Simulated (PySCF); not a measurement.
From one molecule to another.

First species: C₃H₁₃FSSi₃.
InChI=1S/C3H13FSSi3/c1-5-3(4,7)8-2-6/h2,8H2,1,6-7H3/t3-/m1/s1

Second species: C5H4F4O2.
SMILES: `F/C=C/O/C=C(\F)OC(F)F`

Levels: PBE0/pcSseg-1 for dipole moment, HOMO energy, LUMO energy and HOMO–LUMO gap; GFN2-xTB for rotational constant A and rotational constant C. Geometries: GFN2-xTB. All species are isolated and taken at one optimised geometry, non-relativistic unless stated. Electronic properties by PySCF.

Dipoles, sizes and rotational constants follow the conformer. The torsions of the flexible species, by atom-mapped SMILES:
- `[CH3:1][S:2][C@:3]([F:4])([SiH3:5])[SiH2:6][CH2:7][SiH3:8]`: C1–S2–C3–F4 61°, S2–C3–Si6–C7 -49°, C3–Si6–C7–Si8 -52°
- `[F:1]/[CH:2]=[CH:3]/[O:4]/[CH:5]=[C:6](\[F:7])[O:8][CH:9]([F:10])[F:11]`: C2–C3–O4–C5 178°, C3–O4–C5–C6 178°, C5–C6–O8–C9 -128°, C6–O8–C9–F10 -166°

(1) Which of the two has the higher LUMO energy, and by how much?

(2) Which of the two has the higher HOMO energy, and by how much?

(3) Which has the higher dipole moment?

(4) Which of the two has the higher HOMO–LUMO gap, and by how much?

(5) Which of the two has the higher rotational constant C, and by how much?

(6) Which has the higher rotational constant A?

## Answers

(1) The first: 0.25 eV against 0.13 eV, a difference of 0.12 eV.

(2) The second: -6.56 eV against -6.72 eV, a difference of 0.16 eV.

(3) The first: 1.33 D against 0.40 D, a difference of 0.93 D.

(4) The first: 6.97 eV against 6.69 eV, a difference of 0.28 eV.

(5) The first: 0.571 GHz against 0.321 GHz, a difference of 0.250 GHz.

(6) The second: 3.655 GHz against 1.380 GHz, a difference of 2.275 GHz.

On the first: The dipole equals about 4.4 × 10⁻³⁰ C·m (1 D = 3.33564 × 10⁻³⁰ C·m).

On the second: The dipole matches unit charges of opposite sign 0.08 Å apart (1 e·Å = 4.8032 D).
